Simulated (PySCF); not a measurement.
## Field gradients at the hydrogen positions

Species: C5H7ClO3Si.
Atom-mapped SMILES: `[CH3:1][O:2]/[CH:3]=[C:4](\[Cl:5])[C@H:6]1[O:7][C:8](=[O:9])[SiH2:10]1` (hydrogens: H11, H12, H13 on C1; H14 on C3; H15 on C6; H16, H17 on Si10)

Geometry (GFN2-xTB, Å), atoms numbered from 1 in this order:
```xyz
17
C5H7ClO3Si angstrom
C      3.050   -0.213   -1.227
O      2.133   -0.850   -0.368
C      1.078   -0.096    0.023
C      0.170   -0.514    0.900
Cl     0.273   -2.083    1.625
C     -1.044    0.242    1.313
O     -1.187    1.474    0.580
C     -2.356    1.312   -0.086
O     -2.834    2.115   -0.831
Si    -2.739   -0.450    0.645
H      3.770   -0.974   -1.520
H      2.553    0.183   -2.119
H      3.571    0.603   -0.715
H      0.976    0.893   -0.408
H     -0.992    0.474    2.382
H     -3.804   -0.522    1.637
H     -2.626   -1.584   -0.260
```

Level: PBE0/pcSseg-1 (PySCF, non-relativistic); Q(2H) = 0.00286 b; rigid geometry, the same for H and D, with no vibrational averaging.

Question: Rank these positions by the coupling χzz of a deuteron there, largest first.
A. H14 (vinylic hydrogen)
B. H16 (Si–H hydrogen)
C. H12 (methyl hydrogen)

Answer: A (208 kHz), C (195 kHz), B (111 kHz).

Give the electric field gradient Vzz (the principal value of largest size), its asymmetry and the 2H coupling at each hydrogen.

```csv
atom,bonded to,bond length (Å),Vzz (au),η,χzz (kHz)
H11,C1,1.088,0.3037,0.07,204
H12,C1,1.095,0.2909,0.09,195
H13,C1,1.095,0.2908,0.08,195
H14,C3,1.084,0.3088,0.12,208
H15,C6,1.095,0.2929,0.09,197
H16,Si10,1.457,0.1654,0.01,111
H17,Si10,1.455,0.1671,0.01,112
```

Average by the element that carries the hydrogen.

on C: 200 kHz over 5 positions, mean bond length 1.091 Å; on Si: 112 kHz over 2 positions, mean bond length 1.456 Å.

Give the 2H NMR doublet splittings at H14 for a magnetic field along the z, y and x axes of the gradient: 3χ/2, 3χ(1 + η)/4, 3χ(1 − η)/4.

With |χ| = 207.5 kHz and η = 0.118: 311, 174 and 137 kHz, to first order and without motion.

Isolated species at its GFN2-xTB geometry (one conformer only). GFN2-xTB bond lengths can be off by several hundredths of an ångström, more for odd bonds, and the gradients follow them. With a basis this small, the couplings can be 20 % off.

The run behind these numbers computed NMR shieldings as well. The run took 80 s wall on an Arm Neoverse N1 with one thread, no GPU, shared host with 64 logical CPUs at a one-minute load of 58, and the process peaked at 0.97 GiB of memory.
